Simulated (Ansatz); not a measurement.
Computed with Ansatz on PBE0-D4/def2-TZVP structures; ΔE is electronic, products minus reactants. CCSD(T)/CBS is the MP2 limit (def2-TZVPP, def2-QZVPP) plus CCSD(T) − MP2 in def2-TZVPP, frozen cores. Functionals use def2-TZVPP. def2 core potentials past Kr. For Se, Sn outer-core shells are correlated without core-valence functions, which leaves a few kJ/mol of doubt a bond. Scalar relativity is left out up to krypton. One conformer a species, not always the lowest.

`C[Si](F)(S)S` + `[SeH][SnH3]` → `C[SiH](F)S` + `[SH][SnH2][SeH]`  (redistribution)

```tsv
level	ΔE (kJ/mol)
PBE0-D4	6.0
B2PLYP	-0.4
```

**Question.** What does CCSD(T)/CBS give? (Estimate.)

**Answer.** Computed: -1.0 kJ/mol. The listed levels differ from it by 7.0, 0.6 kJ/mol.

Largest T1 diagnostic among the species: 0.011.

The D4 term adds +4.5 kJ/mol with B3LYP and +2.3 kJ/mol with PBE0; it sums over pairs of atoms, weighted by their polarisabilities, and B3LYP, whose exchange is more repulsive, gets the larger term. In def2-TZVPP, CCSD(T) changes the Hartree–Fock value by +8.0 kJ/mol (the triples alone add +0.7 kJ/mol) and MP2 by +7.0 kJ/mol.

B3LYP here is the variant with VWN-RPA as its local correlation; programs differ in this.
